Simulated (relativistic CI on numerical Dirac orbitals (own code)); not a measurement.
Ho⁺: resonant inelastic scattering at the N4,5 edge

Computed with this model: Dirac-Coulomb-Breit CI, KLI orbitals optimised for each configuration, model QED (radiative potential, 1s self-energy scaled to tabulated hydrogen-like ionisation energies), valence Slater integrals scaled by 0.7, Kramers-Heisenberg scattering through one core-hole configuration in a parametric crystal field; configurations [Xe] 4f12 → [Kr] 4d9 4f13 5s2 5p6; 80 K; core-hole width 0.75 eV; summed over polarisations. Incident energies are the highest absorption maxima for each field (at most a few, so the weaker spin-orbit partner edge can be absent), on the computed scale of the free ion. Intensities are in per cent of the strongest line above 0.02 eV; levels within 1 cm⁻¹ are merged; final levels count from the ground level, the first row holds all elastic scattering, lines under 0.4 are left out and each table stops after 24 rows. The scale of the Slater integrals is a model choice and moves the terms in proportion. The configuration is assumed, with all valence electrons in the open shell; the free ion's ground configuration is another.

Field parameters in Wybourne normalisation; cubic f-shell fields have B⁴₄ = √(5/14) B⁴₀ and B⁶₄ = −√(7/2) B⁶₀. The field is a parameter set, without covalency.

S is read from ⟨S²⟩ = S(S + 1).

D3d, B20 = -40, B40 = -200, B43 = 110, B60 = -90, B63 = -110, B66 = -100 cm⁻¹:

```tsv
Final level (eV)	Degeneracy	Irrep	S	160.5 eV	167 eV
0.000	1	A1	0.99	154.2	1725.7
0.001	1	A2	0.99	8.8	290.1
0.003	2	E	0.99	26.6	425.8
0.004	1	A1	0.99	13.3	227.3
0.005	2	E	0.99	18.7	402.7
0.008	2	E	0.99	19.7	318.9
0.009	1	A1	0.99	14.5	179.9
0.010	2	E	0.99	23.0	293.7
0.012	1	A2	0.99	13.0	140.1
0.466	1	A1	0.74	0.1	18.3
0.466	2	E	0.74	0.2	32.2
0.467	2	E	0.74	0.3	43.2
0.471	2	E	0.74	0.2	28.2
0.471	1	A2	0.74	0.1	12.0
0.477	1	A1	0.75	0.1	14.7
0.714	2	E	1.00	2.2	100.0
0.716	1	A2	1.00	0.8	35.0
0.716	2	E	1.00	1.6	72.8
0.719	2	E	1.00	1.2	57.0
0.720	1	A2	1.00	0.6	27.1
0.721	2	E	1.00	1.0	52.3
0.721	1	A1	1.00	0.5	23.9
1.083	2	E	0.91	0.1	33.1
1.084	1	A1	0.91	0.0	9.8
```

Oh, B40 = -290, B60 = -80 cm⁻¹:

| Final level (eV) | Degeneracy | Irrep | S | 160.5 eV | 167 eV |
| --- | --- | --- | --- | --- | --- |
| 0.000 | 2 | E | 0.99 | 125.2 | 1495.5 |
| 0.000 | 3 | T2 | 0.99 | 14.0 | 442.8 |
| 0.008 | 1 | A2 | 0.99 | 13.1 | 159.2 |
| 0.009 | 3 | T2 | 0.99 | 25.8 | 342.6 |
| 0.010 | 3 | T1 | 0.99 | 17.2 | 253.4 |
| 0.012 | 1 | A1 | 0.99 | 6.8 | 76.6 |
| 0.465 | 2 | E | 0.74 | 0.1 | 19.3 |
| 0.466 | 3 | T1 | 0.74 | 0.3 | 43.0 |
| 0.467 | 1 | A1 | 0.74 | 0.1 | 20.7 |
| 0.476 | 3 | T2 | 0.74 | 0.1 | 19.9 |
| 0.713 | 3 | T1 | 1.00 | 2.3 | 100.0 |
| 0.718 | 3 | T2 | 1.00 | 1.6 | 77.1 |
| 0.720 | 2 | E | 1.00 | 0.7 | 36.0 |
| 0.722 | 3 | T1 | 1.00 | 0.9 | 42.8 |
| 1.079 | 1 | A1 | 0.91 | 0.0 | 13.9 |
| 1.085 | 3 | T1 | 0.91 | 0.1 | 28.5 |
| 1.088 | 3 | T2 | 0.91 | 0.0 | 12.3 |
| 1.090 | 2 | E | 0.91 | 0.0 | 13.1 |
| 1.779 | 3 | T1 | 0.60 | 0.1 | 0.7 |
| 2.959 | 1 | A1 | 0.02 | 0.1 | 5.6 |
| 2.961 | 3 | T1 | 0.02 | 0.3 | 21.1 |
| 2.964 | 3 | T2 | 0.02 | 0.3 | 27.1 |
| 2.970 | 1 | A2 | 0.02 | 0.1 | 11.3 |
| 2.974 | 3 | T2 | 0.02 | 0.6 | 55.6 |

D3h, B20 = -20, B40 = -40, B60 = -20, B66 = 0 cm⁻¹:

```tsv
Final level (eV)	Degeneracy	S	160.5 eV	167 eV
0.000	2	0.99	137.7	1785.3
0.001	2	0.99	19.9	193.1
0.001	1	0.99	8.7	158.7
0.001	2	0.99	9.8	271.0
0.002	4	0.99	33.5	501.1
0.002	2	0.99	22.2	278.1
0.464	5	0.74	0.4	67.9
0.465	2	0.74	0.1	24.1
0.465	2	0.74	0.2	25.6
0.712	2	1.00	1.3	60.8
0.713	3	1.00	1.7	79.4
0.713	2	1.00	1.1	51.3
0.714	4	1.00	2.1	100.0
1.081	2	0.91	0.1	19.6
1.082	1	0.91	0.0	8.5
1.082	4	0.91	0.1	33.1
1.082	2	0.91	0.1	15.7
1.777	2	0.60	0.0	0.5
1.778	3	0.60	0.0	0.6
1.779	2	0.60	0.0	0.4
2.961	2	0.02	0.3	29.3
2.961	2	0.02	0.3	26.7
2.962	2	0.02	0.4	33.2
2.962	2	0.02	0.3	26.0
```

For the first field the strongest loss at the lowest incident energy is the level at 0.71 eV (S = 1.00, against 0.99 in the thermal ground state). Levels of other spin, the first over 8 % at 2.96 eV, appear because spin-orbit coupling of the core hole, and in heavier ions of the valence shell too, mixes spins.
